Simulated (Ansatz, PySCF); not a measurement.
Reaction (SMILES): COB(OC)OC + 6 [H][H] (H2) -> B (BH3) + 3 C (CH4) + 3 O (H2O)
Each molecule is optimised on its own at B3LYP-D3(BJ)/def2-TZVP (Ansatz, a first-principles code), one conformer each, not searched for the lowest. Frequencies are from Ansatz or PySCF.

Quantity: energy of full hydrogenation (enthalpy at 298 K, with B3LYP-D3(BJ) rigid-rotor harmonic-oscillator terms), in kcal/mol. Valence correlation only, unless marked. No spin-orbit coupling. Non-relativistic. CBS(X,Y): correlation extrapolated as X^-3; Hartree-Fock from the larger set. The bracket is a focal-point correction in the basis named.

```csv
level,program,energy of full hydrogenation (kcal/mol),minus last row
HF/STO-3G,Ansatz,70.7,59.2
HF/def2-TZVPD,PySCF,3.5,-8.0
BLYP/def2-TZVPD,Ansatz,11.9,0.4
r2SCAN-D4/def2-TZVPD,Ansatz + dftd4,20.8,9.3
B97M-V/def2-TZVPD,Ansatz,13.0,1.5
PBE0/6-31G*,Ansatz,38.2,26.7
r2SCANh/def2-TZVPD,Ansatz,17.5,6.0
CCSD/STO-3G,Ansatz,116.9,105.4
CCSD(T)/STO-3G,Ansatz,122.0,110.5
"RI-MP2/CBS(cc-pVTZ,cc-pVQZ)+[CCSD(T)-MP2]/cc-pVDZ",Ansatz,11.5,0.0
```
